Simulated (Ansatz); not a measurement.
`C[Se]C[SiH3]` + PH₃ → `C[Se]P` + `C[SiH3]` at 600 K and 1 bar (ligand exchange at the Se–C bond).

Isolated molecules relaxed with PBE0-D4/def2-TZVP in Ansatz; ΔE leaves out vibrations. CBS: MP2 limit from def2 TZ/QZ plus the TZ coupled-cluster correction, frozen cores. This one scheme is used for every species. For Se outer-core shells are correlated without core-valence functions, which leaves a few kJ/mol of doubt a bond. Scalar relativity is left out up to krypton. Each species was taken in one conformer, which may not be the lowest.

```json
{"species": "`C[Se]C[SiH3]`", "CCSD(T)/CBS energy (Eh)": "-2770.69677", "H − E (kJ/mol)": "300.4", "S (J/(mol·K))": "466.8"}
{"species": "PH₃", "CCSD(T)/CBS energy (Eh)": "-342.72256", "H − E (kJ/mol)": "86.3", "S (J/(mol·K))": "240.2"}
{"species": "`C[Se]P`", "CCSD(T)/CBS energy (Eh)": "-2782.70431", "H − E (kJ/mol)": "192.9", "S (J/(mol·K))": "391.6"}
{"species": "`C[SiH3]`", "CCSD(T)/CBS energy (Eh)": "-330.73916", "H − E (kJ/mol)": "199.7", "S (J/(mol·K))": "315.0"}
```

H − E and S are ideal-gas, rigid-rotor, harmonic terms from PBE0-D4/def2-TZVP, for one conformer and one mirror image of each species. 1 Eh = 2625.50 kJ/mol, R = 8.31446 J/(mol·K).

Task: By hand: ΔE, ΔH, ΔS and ΔG.

Result: ΔE = (-2782.70431) + (-330.73916) − (-2770.69677) − (-342.72256) = -0.02414 Eh = -63.4 kJ/mol. Δ(H − E) = 192.9 + 199.7 − 300.4 − 86.3 = 5.9, so ΔH = -57.5 kJ/mol. ΔS = 391.6 + 315.0 − 466.8 − 240.2 = -0.4 J/(mol·K). ΔG = -57.5 − 600 × (-0.4)/1000 = -57.3 kJ/mol.

Task: By hand: the equilibrium constant, and the temperature at which ΔG would vanish if ΔH and ΔS stayed fixed.

Result: log₁₀ K = −ΔG/(RT ln 10) = 5.0. ΔG = 0 at ΔH/ΔS = 143750 K, far beyond where these terms or the molecules hold.

The number of gas molecules stays the same, so ΔS is small and ΔH decides. A doubt of 5 kJ/mol in ΔE shifts log₁₀ K by 0.4 here. Other conformers and mirror images would add mixing entropy, several J/(mol·K) or more a flexible species. Modes under 60 cm⁻¹, often nearly free rotors, make the harmonic entropy too high. These are equilibria of isolated gas molecules and say nothing of rates. Largest T1 diagnostic: 0.013 (customary marks: 0.02 for closed shells, 0.045 for open ones).
